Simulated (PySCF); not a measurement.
## Frontier orbitals and the lowest excitations

Compound: C₆H₆F₂.
Numbering: `[CH:1]#[C:2][CH2:3]/[CH:4]=[CH:5]\[CH:6]([F:7])[F:8]` (hydrogens: H9 on C1; H10, H11 on C3; H12 on C4; H13 on C5; H14 on C6)

Geometry (GFN2-xTB, Å), atoms numbered from 1 in this order:
```xyz
14
C6H6F2 angstrom
C     -3.2170   -0.1183   -0.4930
C     -2.1107   -0.4167   -0.1502
C     -0.7614   -0.7482    0.2695
C     -0.0521    0.4747    0.7658
C      1.1663    0.8565    0.4168
C      2.0406    0.1117   -0.5475
F      3.2413    0.7233   -0.6738
F      2.3090   -1.1553   -0.1198
H     -4.1903    0.1259   -0.7980
H     -0.8210   -1.4762    1.0866
H     -0.2251   -1.2176   -0.5579
H     -0.6113    1.0737    1.4716
H      1.6231    1.7414    0.8326
H      1.6080    0.0248   -1.5598
```

Method used: TDDFT PBE0/def2-SVPD, vertical, gas phase, core orbitals frozen in the response in PySCF 2.14.0, density-fitted response routines.

Frontier orbitals with the atoms that hold most of them (Löwdin shares over 4%, at most four atoms; ? is withheld):

```
orbital  ε (eV)                           atoms
 LUMO+2    0.92  C1 30%, C2 28%, H9 11%, C3 11%
 LUMO+1    0.70  C1 16%, C2 16%, C4 12%, C3 12%
   LUMO   -0.73                               ?
   HOMO       ?  C1 27%, C2 25%, C5 15%, C4 13%
 HOMO-1   -8.15                               ?
 HOMO-2   -8.47  C4 23%, C5 22%, C2 17%, C1 16%
 HOMO-3   -9.79  F8 22%, C6 18%, F7 16%, C5 15%
```

(1) Give the leading atoms of the LUMO.

(2) Which atoms hold the HOMO-1, and with what shares?

(3) What is the HOMO energy, and the HOMO–LUMO gap?

Answers

(1) C4 (bonded to 2 C and H) 30%; C5 (bonded to 2 C and H) 28%; C6 (bonded to C, 2 F and H) 9%; C3 (bonded to 2 C and 2 H) 7%.

(2) C1 (bonded to C and H) 42%; C2 (bonded to 2 C) 40%; C3 (bonded to 2 C and 2 H) 6%; H9 (bonded to C) 4%. By element: carbon 87% or more, hydrogen 4% or more.

(3) ε(HOMO) = -8.02 eV; the gap is 7.29 eV (0.2680 hartree).

How does S1 compare with the orbital gap of 7.29 eV?

S1 is at 6.19 eV (f = 0.0063), 1.10 eV below the gap, made of HOMO-1→LUMO (44%), HOMO→LUMO (43%). Its leading pair isn't HOMO and LUMO; the energies of that pair differ by 7.42 eV. 

Next come S2 at 6.32 eV (f 0.063), HOMO-1→LUMO (48%), HOMO→LUMO (32%), HOMO-2→LUMO (14%); S3 at 6.93 eV (f 0.0027), HOMO-1→LUMO+2 (60%), HOMO→LUMO+2 (12%); S4 at 7.12 eV (f 0.210), HOMO-2→LUMO (49%), HOMO→LUMO (14%), HOMO-1→LUMO+3 (13%); S5 at 7.22 eV (f 0.067), HOMO→LUMO+3 (25%), HOMO→LUMO+2 (19%), HOMO-1→LUMO+2 (18%).

One conformer stands for the species.
